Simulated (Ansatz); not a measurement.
`CC([SiH3])CF` → `FCC[SiH3]` + `[CH2]` (triplet)  (formal loss of a carbene)

Gas-phase electronic energies from Ansatz, PBE0-D4/def2-TZVP geometries. CBS: MP2 limit from def2 TZ/QZ plus the TZ coupled-cluster correction, frozen cores. This one scheme is used for every species. Functionals use def2-TZVPP. Triplets are unrestricted, without spin–orbit coupling. One conformer a species, not always the lowest.

```
        level  ΔE (kJ/mol)
   r2SCAN0-D4        405.1
      ωB97X-V        442.9
     PBE-QIDH        428.2
HF/def2-QZVPP        279.6
```

(1) What does CCSD(T)/CBS give? (Best estimate.)

Largest T1 diagnostic among the species: 0.011.

Results:

(1) Ansatz gave: +433.0 kJ/mol. The listed levels differ from it by -27.9, 9.9, -4.8, -153.4 kJ/mol.

In def2-TZVPP, CCSD(T) changes the Hartree–Fock value by +142.5 kJ/mol (the triples alone add +12.1 kJ/mol) and MP2 by +156.2 kJ/mol. From PBE to PBE0 (25 % exact exchange), in def2-TZVPP and without D4, ΔE moves by −7.4 kJ/mol. Leaving LDA and LC-ωPBE aside and taking each functional with its dispersion term where it has one, the values spread over 37.8 kJ/mol, from r2SCAN0-D4 to ωB97X-V. LDA lies +77.4 kJ/mol from PBE without D4.

CCSD(T)/CBS has its own doubt, a few kJ/mol and more with outer-core shells, so smaller differences from it don't rank the levels.
